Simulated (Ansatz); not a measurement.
`O[SiH2][GaH][SiH3]`, relaxed with RKS PBE0-D4/def2-TZVP in Ansatz from a PBE-D4/def2-SVP geometry. The force threshold is 0.005 eV/Å; the program also tests the step.

Total charge 0; spin multiplicity 1.

Start:

```xyz
11

O     2.080    1.102    0.554
Si    0.986    1.617   -0.634
Ga   -1.112    0.425   -0.362
Si   -1.009   -1.799    0.621
H     2.122    0.136    0.669
H     1.509    1.387   -2.040
H     0.879    3.104   -0.444
H    -2.528    0.980   -0.823
H    -1.207   -2.834   -0.465
H    -2.059   -2.042    1.676
H     0.339   -2.076    1.246
```

```csv
step,energy (eV),largest force (eV/Å),largest move (Å)
1,-70280.7756,0.720,0.000
2,-70280.8092,0.536,0.044
3,-70280.8154,0.214,0.032
4,-70280.8173,0.235,0.046
5,-70280.8194,0.059,0.041
6,-70280.8205,0.033,0.035
7,-70280.8208,0.034,0.028
8,-70280.8212,0.018,0.021
9,-70280.8215,0.020,0.036
10,-70280.8217,0.014,0.022
11,-70280.8219,0.028,0.037
13,-70280.8222,0.035,0.026
15,-70280.8224,0.022,0.008
17,-70280.8226,0.023,0.031
19,-70280.8227,0.022,0.009
21 (rejected),-70280.8229,0.030,0.043
23,-70280.8231,0.015,0.035
25,-70280.8231,0.013,0.003
27,-70280.8232,0.019,0.031
29,-70280.8233,0.020,0.019
31,-70280.8233,0.007,0.004
33,-70280.8233,0.013,0.002
35,-70280.8233,0.006,0.006
37,-70280.8233,0.004,0.001
```

End:

```xyz
11

O     2.104    1.127    0.538
Si    0.975    1.653   -0.558
Ga   -1.038    0.308   -0.511
Si   -1.037   -1.836    0.618
H     2.235    0.180    0.609
H     1.530    1.642   -1.948
H     0.721    3.074   -0.200
H    -2.370    0.784   -1.205
H    -1.645   -2.915   -0.211
H    -1.817   -1.742    1.886
H     0.342   -2.276    0.982
```

Run time 3.7 min (4 threads of an Arm Neoverse N1 on a shared host); peak host memory 0.6 GiB.
